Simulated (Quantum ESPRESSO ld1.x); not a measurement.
Spin polarisation of the 4p3 shell in Se+. Start: [Ar] 3d10 4s2 4p(up 1.5, down 1.5); electrons of 4p are moved from spin down to spin up, other shells keep equal spins. Calculated with ld1.x of Quantum ESPRESSO 7.5: scalar-relativistic Kohn-Sham, LDA (Slater exchange, Perdew-Wang correlation), spin-polarised, spherical densities, point nucleus.

| moment (Bohr magnetons) | E - E(0) (eV) | e(4p up) (eV) | e(4p down) (eV) | 4s down minus up (eV) |
|---|---|---|---|---|
| 0 | 0.000 | -15.584 | -15.584 | 0.000 |
| 0.75 | -0.106 | -15.848 | -15.282 | 0.588 |
| 1.5 | -0.426 | -16.078 | -14.935 | 1.184 |
| 2.25 | -0.965 | -16.274 | -14.537 | 1.796 |
| 3 | -1.731 | -16.434 | -14.079 | 2.426 |

At moment 3 the spin-polarisation energy is -1.731 eV and the 4p exchange splitting 2.355 eV, that is 0.785 eV per Bohr magneton; E = -I m^2/4 would give I = 0.770 eV.
